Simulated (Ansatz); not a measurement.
Species: YCl₂ (charge +1, singlet). The spin state was set by rule; other spins were not relaxed. 
Structure (B3LYP-D3(BJ)/def2-TZVP (Ansatz, a program for electronic structure) minimum search):
```xyz
3

Y      0.4923    -0.2353    -0.2851
Cl    -0.6514     1.6962    -0.9997
Cl    -0.4779    -1.1564     1.6539
```
Charge +1, spin multiplicity 1.

Basis-set convergence of Hartree-Fock and CCSD correlation energies (hartree) with Ansatz. Valence correlation only, unless marked. No spin-orbit coupling. The frozen core is the preceding noble-gas configuration, with the filled d and f shells of earlier blocks. In def2 rows, elements after Kr have scalar-relativistic effective core potentials.

```json
[
 {"basis": "def2-SVP", "functions": "67", "E(HF)": "-956.53131", "E(corr, CCSD)": "-0.32769"},
 {"basis": "def2-TZVPP", "functions": "140", "E(HF)": "-956.85297", "E(corr, CCSD)": "-0.44952"},
 {"basis": "def2-QZVPP", "functions": "221", "E(HF)": "-956.88140", "E(corr, CCSD)": "-0.48867"}
]
```

Extrapolating the two largest sets (X = 3 and 4) as X^-3: E(corr) = (64·(-0.48867) - 27·(-0.44952))/37 = -0.5172 Eh, an estimate of the basis-set limit. The largest set recovers 94.5 % of it, the smallest 63.4 %.
